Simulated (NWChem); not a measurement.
System: SiNH4OF; SMILES N[SiH](O)F

```xyz
8

Si     0.0801     0.0276    -0.3705
N      0.5306    -1.4698     0.2823
O      0.9604     1.1875     0.4093
F     -1.4801     0.4405    -0.1321
H      0.2457    -0.0149    -1.8420
H      0.4198    -2.3385    -0.2238
H      0.6931    -1.6055     1.2724
H      0.5344     2.0452     0.4960
```
Atoms are numbered in this order, from 1.

Computed with NWChem. Pople sets run with spherical d functions. Coordinates come from a PBE0/def2-SVP optimisation. Atomic charges in e: unrestrained fits to the electrostatic potential beside Mulliken populations; buried atoms are poorly determined by the fit.

Task: Predict the results for Hartree-Fock/6-31G*. Quantities: ESP Si1; Mulliken Si1; ESP N2; Mulliken N2; ESP O3; Mulliken O3; ESP F4; Mulliken F4; relative RMS misfit of the potential (%).

Result: 
```
Quantity                                  Value
----------------------------------------  -----
ESP Si1                                    1.32
Mulliken Si1                               1.44
ESP N2                                    -1.09
Mulliken N2                               -1.07
ESP O3                                    -0.81
Mulliken O3                               -0.89
ESP F4                                    -0.45
Mulliken F4                               -0.55
relative RMS misfit of the potential (%)     22
```
